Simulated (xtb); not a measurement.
Input for xtb: GFN2-xTB on SiO+, 2S+1 = 2, a spin state set in the input, which need not be the lowest, a point of a bond scan (R = 1.570 Å). Charge +1.

```
$ xtb mol.xyz --gfn 2 --sp --chrg 1 --uhf 1
2

O      0.00000000     0.00000000     0.00000000
Si     0.00000000     0.00000000     1.57024900
```

Problem. Predict the final total energy.

Solution. -5.2266 hartree.
